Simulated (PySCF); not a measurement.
Telling isomers of C5H12O3Si2 apart by NMR

One computed conformer, non-relativistic Hamiltonian, in vacuum, fast rotation and ring inversion assumed for equivalent nuclei. GFN2-xTB geometry; shielding tensors at PBE0/pcSseg-1 (GIAO); PySCF.

Referencing at the same level of theory: $^{1}$H (σ = 31.72 ppm), $^{13}$C (σ = 186.93 ppm) vs TMS. Where no couplings were computed, multiplicities follow the n + 1 count of equivalent neighbours, and m marks all less simple cases (inequivalent or close neighbours, rings, F or P nearby). Shifts are as computed. Against solution values, carbons near 30 ppm lie about +3 ppm off and those near 130 ppm about +5 ppm. Of 1309 compounds with measured shifts, 239 miss one by over three times the rms of a fit or turn the order of signals round; such compounds aren't used in these exercises. OH and NH positions are gas-phase values without hydrogen bonding to other molecules.

(1) Tabulate the signals of `O=CO[C@H]1C[C@@H]([SiH2]O[SiH3])C1`, `CC(C)O[Si](O)(O)C#C[SiH3]` and their relative energies.

(2) What is the quickest way to tell O=CO[C@H]1C[C@@H]([SiH2]O[SiH3])C1 from CC(C)O[Si](O)(O)C#C[SiH3]?

Answers

(1) 
| SMILES | carbon types | δC | δH | E rel. (kcal/mol) |
| --- | --- | --- | --- | --- |
| O=CO[C@H]1C[C@@H]([SiH2]O[SiH3])C1 | 3×CH 2×CH2 | 163.6, 64.5, 31.6, 13.2 | 8.04 (s, 1H), 6.27 (m, 1H), 5.44 (s, 3H), 5.02 (d, 2H), 2.62 (m, 2H), 2.43 (m, 2H), 1.29 (m, 1H) | 27.0 |
| CC(C)O[Si](O)(O)C#C[SiH3] | 2×C 1×CH 2×CH3 | 122.3, 104.6, 69.0, 27.8 | 4.48 (sept, 1H), 4.18 (s, 3H), 2.13 (br s, 2H), 1.34 (d, 6H) | 0.0 |

Energies are electronic energies at PBE0/pcSseg-1 on these geometries, without zero-point or thermal terms, each for the one conformer computed, which needn't be the lowest.

(2) Both give the same number of carbon signals, but DEPT or the intensities differ. The first has an ester carbonyl carbon (CH) at 163.6 ppm, the second an alkyne carbon (C) at 122.3 ppm. In the proton spectra the most deshielded non-exchanging signals are 8.04 (s, 1H) and 4.48 (sept, 1H).
